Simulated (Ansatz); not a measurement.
Consider the ligand exchange at the Al–C bond: `[CH3][Al]([NH2])[NH2]` + silanol → `[NH2][Al]([NH2])[O][SiH3]` + CH₄.

Program: Ansatz. Geometries: PBE0-D4/def2-TZVP. ΔE: electronic, gas phase. CCSD(T)/CBS is the MP2 limit (def2-TZVPP, def2-QZVPP) plus CCSD(T) − MP2 in def2-TZVPP, frozen cores. This one scheme is used for every species. One conformer a species, not always the lowest.

| species | CCSD/def2-SVP energy (Eh) |
| --- | --- |
| `[CH3][Al]([NH2])[NH2]` | -393.25283 |
| `O[SiH3]` | -366.32450 |
| `[NH2][Al]([NH2])[O][SiH3]` | -719.29178 |
| CH₄ | -40.35331 |

Q: Work out ΔE.

A: ΔE = (-719.29178) + (-40.35331) − (-393.25283) − (-366.32450) = -0.06776 Eh = -177.9 kJ/mol. CCSD(T)/CBS gives -165.8 kJ/mol.

Largest T1 diagnostic among the species: 0.011.

At CCSD(T), def2-SVP lies −9.9 kJ/mol from the extrapolated value and def2-TZVPP −1.5 kJ/mol. Leaving LDA and LC-ωPBE aside and taking each functional with its dispersion term where it has one, the values, not all of them listed here, spread over 27.3 kJ/mol, from BHLYP-D4 to PBE-D4.
